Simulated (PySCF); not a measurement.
A geometry optimisation, step by step.

CH7FSi2.
Bonds: F1–C2, C2–Si3, C2–Si4. Hydrogens: H5 on C2; H6, H7, H8 on Si3; H9, H10, H11 on Si4.

Computed by this run: PBE0-D3(BJ)/def2-SVP geometry optimisation, gas phase in PySCF 2.14.0; density fitting, grid level 1; the optimiser is geomeTRIC in internal coordinates, started from a GFN2-xTB structure with every atom displaced at random (about 0.01 Å). The frame can shift and turn from step to step; on so coarse a grid that alone can change the energy by a few meV, and forces under 0.02 eV/Å are noise.

Step 0: E = -19603.8037 eV, largest atomic force 2.180 eV/Å
```
atom  x, y, z in Å  |  force x, y, z in eV/Å
F1      0.101   -1.417   -1.280   -0.124   0.216   0.323
C2      0.143   -0.127   -0.689    0.245  -0.613  -0.086
Si3    -1.643    0.343   -0.133    1.599  -0.036  -0.162
Si4     1.554   -0.182    0.646   -2.172   0.046  -0.172
H5      0.457    0.539   -1.509    0.013   0.350   0.060
H6     -2.518    0.288   -1.285   -0.598  -0.021  -0.636
H7     -1.542    1.705    0.409   -0.141   0.479   0.203
H8     -2.039   -0.598    0.895   -0.378  -0.503   0.596
H9      2.770   -0.596    0.036    1.262  -0.391  -0.587
H10     1.635    1.166    1.207    0.208   0.559   0.316
H11     1.119   -1.146    1.688    0.087  -0.087   0.146
```

Step 1: E = -19603.9130 eV, largest atomic force 0.744 eV/Å
```
atom  x, y, z in Å  |  force x, y, z in eV/Å
F1      0.571   -1.558   -0.998   -0.094   0.332   0.061
C2      0.289   -0.216   -0.681   -0.166  -0.093   0.063
Si3    -1.577    0.035   -0.431   -0.020  -0.001   0.095
Si4     1.336    0.184    0.866    0.531  -0.427  -0.299
H5      0.648    0.421   -1.511   -0.017  -0.008   0.002
H6     -2.395   -0.122   -1.670    0.080  -0.057  -0.034
H7     -1.737    1.429    0.083   -0.038   0.057  -0.009
H8     -2.055   -0.919    0.612   -0.005  -0.006  -0.033
H9      2.720   -0.193    0.408   -0.086   0.152   0.267
H10     1.298    1.605    1.316   -0.106   0.055  -0.133
H11     0.940   -0.701    1.997   -0.078  -0.004   0.020
```

Step 2: E = -19603.9560 eV, largest atomic force 0.231 eV/Å
```
atom  x, y, z in Å  |  force x, y, z in eV/Å
F1      0.546   -1.544   -1.010   -0.081  -0.053  -0.082
C2      0.283   -0.212   -0.678    0.082   0.032   0.151
Si3    -1.581    0.042   -0.418   -0.026   0.074   0.085
Si4     1.362    0.160    0.853    0.151  -0.130  -0.117
H5      0.635    0.427   -1.509   -0.032   0.038  -0.013
H6     -2.369   -0.132   -1.673    0.047  -0.042  -0.023
H7     -1.761    1.440    0.088   -0.027  -0.012  -0.027
H8     -2.064   -0.919    0.616   -0.002  -0.005  -0.013
H9      2.767   -0.182    0.471   -0.027   0.045   0.078
H10     1.279    1.593    1.258   -0.049   0.043  -0.036
H11     0.939   -0.707    1.991   -0.034   0.010  -0.003
```

Step 3: E = -19603.9687 eV, largest atomic force 0.179 eV/Å
```
atom  x, y, z in Å  |  force x, y, z in eV/Å
F1      0.516   -1.544   -1.032   -0.077  -0.046  -0.077
C2      0.284   -0.212   -0.672    0.164   0.008   0.072
Si3    -1.578    0.051   -0.402   -0.018   0.023   0.020
Si4     1.381    0.144    0.845   -0.067   0.028   0.008
H5      0.623    0.435   -1.503   -0.028   0.015  -0.002
H6     -2.333   -0.147   -1.674    0.009  -0.020  -0.005
H7     -1.783    1.450    0.089   -0.009  -0.011  -0.018
H8     -2.067   -0.914    0.625   -0.001   0.003   0.006
H9      2.799   -0.172    0.513    0.029  -0.010  -0.015
H10     1.260    1.586    1.218   -0.006  -0.002   0.003
H11     0.936   -0.710    1.985    0.004   0.011   0.008
```

Step 4: E = -19603.9713 eV, largest atomic force 0.103 eV/Å
```
atom  x, y, z in Å  |  force x, y, z in eV/Å
F1      0.496   -1.543   -1.050   -0.042  -0.006  -0.034
C2      0.287   -0.212   -0.669    0.100  -0.018   0.016
Si3    -1.576    0.054   -0.396   -0.009  -0.003  -0.005
Si4     1.387    0.138    0.845   -0.067   0.030   0.021
H5      0.619    0.440   -1.499   -0.009   0.014   0.010
H6     -2.317   -0.161   -1.674   -0.002  -0.010   0.003
H7     -1.792    1.455    0.081   -0.004   0.000  -0.010
H8     -2.067   -0.908    0.632    0.001   0.007   0.011
H9      2.809   -0.169    0.523    0.019  -0.013  -0.021
H10     1.253    1.582    1.210    0.003  -0.007   0.005
H11     0.940   -0.711    1.988    0.010   0.007   0.004
```

Step 5: E = -19603.9723 eV, largest atomic force 0.029 eV/Å
```
atom  x, y, z in Å  |  force x, y, z in eV/Å
F1      0.483   -1.540   -1.065   -0.001   0.013  -0.001
C2      0.290   -0.211   -0.667    0.001  -0.021  -0.020
Si3    -1.574    0.056   -0.394    0.001  -0.009  -0.011
Si4     1.388    0.134    0.846   -0.017   0.006   0.014
H5      0.617    0.447   -1.495    0.008   0.012   0.014
H6     -2.309   -0.177   -1.672   -0.004  -0.006   0.005
H7     -1.800    1.460    0.067   -0.001   0.005  -0.005
H8     -2.064   -0.898    0.643    0.002   0.008   0.010
H9      2.812   -0.170    0.524    0.001  -0.006  -0.008
H10     1.250    1.578    1.211    0.004  -0.003   0.001
H11     0.945   -0.713    1.992    0.006   0.000   0.001
```

Step 6: E = -19603.9726 eV, largest atomic force 0.046 eV/Å
```
atom  x, y, z in Å  |  force x, y, z in eV/Å
F1      0.479   -1.536   -1.072    0.015   0.012   0.006
C2      0.291   -0.210   -0.667   -0.039  -0.010  -0.022
Si3    -1.574    0.057   -0.394    0.005  -0.005  -0.006
Si4     1.388    0.132    0.848    0.009  -0.009   0.005
H5      0.618    0.453   -1.491    0.011   0.009   0.011
H6     -2.309   -0.190   -1.669   -0.003  -0.005   0.004
H7     -1.803    1.464    0.055    0.001   0.004  -0.004
H8     -2.061   -0.888    0.652    0.002   0.007   0.008
H9      2.812   -0.173    0.521   -0.005  -0.001   0.000
H10     1.250    1.574    1.216    0.002   0.000  -0.001
H11     0.947   -0.717    1.993    0.001  -0.002  -0.001
```

Step 7: E = -19603.9731 eV, largest atomic force 0.064 eV/Å
```
atom  x, y, z in Å  |  force x, y, z in eV/Å
F1      0.479   -1.529   -1.083    0.026   0.003   0.008
C2      0.291   -0.206   -0.669   -0.062   0.008  -0.013
Si3    -1.574    0.059   -0.394    0.007   0.001   0.004
Si4     1.387    0.127    0.849    0.031  -0.022  -0.007
H5      0.620    0.464   -1.486    0.008   0.002   0.004
H6     -2.313   -0.213   -1.662    0.000  -0.004   0.001
H7     -1.808    1.473    0.031    0.004   0.003  -0.004
H8     -2.054   -0.869    0.671   -0.001   0.004   0.002
H9      2.809   -0.178    0.516   -0.008   0.005   0.009
H10     1.251    1.567    1.225    0.000   0.004  -0.002
H11     0.951   -0.729    1.992   -0.005  -0.003  -0.003
```

Step 8: E = -19603.9734 eV, largest atomic force 0.046 eV/Å
```
atom  x, y, z in Å  |  force x, y, z in eV/Å
F1      0.481   -1.521   -1.092    0.021  -0.006   0.004
C2      0.290   -0.201   -0.670   -0.043   0.018  -0.001
Si3    -1.575    0.061   -0.394    0.004   0.004   0.008
Si4     1.386    0.121    0.850    0.027  -0.019  -0.010
H5      0.621    0.475   -1.482    0.001  -0.003  -0.002
H6     -2.318   -0.235   -1.653    0.001  -0.003  -0.001
H7     -1.811    1.481    0.009    0.004   0.001  -0.003
H8     -2.048   -0.849    0.690   -0.002   0.001  -0.001
H9      2.808   -0.182    0.511   -0.005   0.006   0.009
H10     1.252    1.559    1.235    0.000   0.003   0.000
H11     0.952   -0.742    1.987   -0.007  -0.003  -0.003
```

Step 9: E = -19603.9736 eV, largest atomic force under 0.02 eV/Å
```
atom  x, y, z in Å  |  force x, y, z in eV/Å
F1      0.484   -1.517   -1.097    0.007  -0.007   0.000
C2      0.288   -0.198   -0.672   -0.008   0.013   0.005
Si3    -1.576    0.063   -0.393    0.001   0.003   0.006
Si4     1.387    0.117    0.849    0.009  -0.008  -0.006
H5      0.620    0.481   -1.481   -0.005  -0.003  -0.004
H6     -2.322   -0.248   -1.647    0.001  -0.001  -0.001
H7     -1.810    1.488   -0.005    0.003   0.000  -0.001
H8     -2.046   -0.835    0.703   -0.002   0.000  -0.002
H9      2.808   -0.184    0.510   -0.001   0.003   0.003
H10     1.253    1.553    1.242    0.000   0.000   0.002
H11     0.952   -0.753    1.981   -0.004  -0.001  -0.002
```

Question: Summarise the path.

Answer: The energy falls by 16.39 kJ/mol from step 0 to step 9; nine tenths of that is first reached at step 3. It falls at every step. The largest force goes from 2.180 to under 0.02 eV/Å. Among the bonds Si4–H9 changes most, from 1.422 to 1.492 Å; the atoms move by 0.043 Å rms after alignment.

The cost below is that of the whole optimisation. Time: 31 s; peak memory 0.41 GiB. Hardware: one thread, Arm Neoverse V1 (aarch64) (shared host).
